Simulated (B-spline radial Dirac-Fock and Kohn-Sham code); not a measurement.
X-ray form factors of cadmium in several charge states

The computed values come from a radial finite-basis atomic code: Dirac-Fock densities.

Configurations: Cd²⁷⁺ [Ar] 3d3; Cd³¹⁺ [Ne] 3s2 3p5; Cd³²⁺ [Ne] 3s2 3p4; Cd³³⁺ [Ne] 3s2 3p3; Cd³⁴⁺ [Ne] 3s2 3p2; Cd³⁶⁺ [Ne] 3s2. The first column is f₀ of Cd²⁷⁺, the others are differences from it.

```tsv
s (Å⁻¹)	Cd²⁷⁺	Δ Cd³¹⁺	Δ Cd³²⁺	Δ Cd³³⁺	Δ Cd³⁴⁺	Δ Cd³⁶⁺
0	21.000	-4.000	-5.000	-6.000	-7.000	-9.000
0.1	20.895	-3.964	-4.955	-5.946	-6.938	-8.921
0.2	20.585	-3.860	-4.823	-5.788	-6.754	-8.689
0.3	20.083	-3.691	-4.611	-5.534	-6.459	-8.315
0.4	19.412	-3.468	-4.330	-5.195	-6.065	-7.816
0.5	18.598	-3.200	-3.992	-4.790	-5.593	-7.216
0.7	16.674	-2.581	-3.211	-3.849	-4.497	-5.819
0.9	14.578	-1.935	-2.393	-2.863	-3.345	-4.341
1.1	12.548	-1.342	-1.643	-1.956	-2.282	-2.970
1.4	9.964	-0.655	-0.776	-0.908	-1.050	-1.366
```
